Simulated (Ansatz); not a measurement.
Two isomers of CH7BN2O: A = `NB(N)CO`, B = `NBOCN`.

Calculated with Ansatz (gas phase, PBE0-D4/def2-TZVP geometries, no zero-point term in ΔE). CBS: MP2 limit from def2 TZ/QZ plus the TZ coupled-cluster correction, frozen cores. DFT in def2-TZVPP. Each species was taken in one conformer, which may not be the lowest.

A:

```xyz
12

N     0.254    1.466    0.253
B     0.029    0.083    0.406
N    -0.280   -0.508    1.652
C     0.129   -0.826   -0.896
O     0.089   -0.098   -2.123
H     0.256    2.137    1.000
H     0.576    1.825   -0.629
H    -0.295   -0.012    2.525
H    -0.482   -1.487    1.746
H     1.094   -1.345   -0.897
H    -0.632   -1.622   -0.895
H    -0.739    0.389   -2.143
```

B:

Z-matrix (Å, degrees):
```
C
N 1 1.439
O 1 1.405 2 110.4
H 1 1.096 2 107.7 3 120.9
H 1 1.097 2 114.2 3 -118.6
H 2 1.012 1 111.7 3 77.2
H 2 1.011 1 111.4 3 -161.1
B 3 1.369 1 119.2 2 79.2
N 8 1.398 3 118.7 1 -172.7
H 8 1.201 3 121.1 1 9.3
H 9 1.003 8 122.6 3 -177.9
H 9 1.006 8 122.7 3 2.5
```

Q: Which is lower in electronic energy at CCSD(T)/CBS, and by how much? (Best estimate.)

A: The calculation gave: A, by 19.5 kJ/mol.

Q: Give E(B) − E(A) in kJ/mol with CCSD(T)/def2-SVP, r2SCAN-D4, CCSD(T)/def2-TZVPP, PBE0-D4, LDA (SPW92), MP2/def2-TZVPP, B2PLYP. (An estimate is asked.)

A: The calculation gave: CCSD(T)/def2-SVP 1.8, r2SCAN-D4 19.2, CCSD(T)/def2-TZVPP 16.1, PBE0-D4 21.2, LDA (SPW92) 21.6, MP2/def2-TZVPP 18.6, B2PLYP 14.8. None reverses the order clearly.

Q: Does the order hold for the free energy at 298.15 K (harmonic terms from PBE0-D4)? (Estimate.)

A: Ansatz gave: Yes: G(B) − G(A) = +18.4 kJ/mol, for one conformer each.

Largest T1 diagnostic: 0.012.

At CCSD(T), def2-SVP lies −17.7 kJ/mol from the extrapolated value and def2-TZVPP −3.3 kJ/mol. In def2-TZVPP, CCSD(T) changes the Hartree–Fock value by +13.4 kJ/mol (the triples alone add +0.4 kJ/mol) and MP2 by +15.8 kJ/mol.
